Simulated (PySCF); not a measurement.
## Electron correlation in Ir⁻ (iridium, charge -1)

[Xe] 4f14 5d8 6s2, high-spin 3F determinant. All numbers are calculated (PySCF 2.14, a scalar-relativistic core potential, in aug-cc-pwCVTZ-PP with ECP60MDF). Frozen: 5s2 5p6; 10 electrons correlated.

MP2 pair energies summed by pair of shells (mhartree):

```csv
pair,energy,share (%)
5d-5d,-220.13,70.0
5d-6s,-77.99,24.8
6s-6s,-16.18,5.1
```

Total MP2 correlation energy: -314.30 mhartree.

Same-spin part -105.13 and opposite-spin part -209.17 mhartree; SCS-MP2 scales them by 1/3 and 6/5 to -286.05 mhartree.
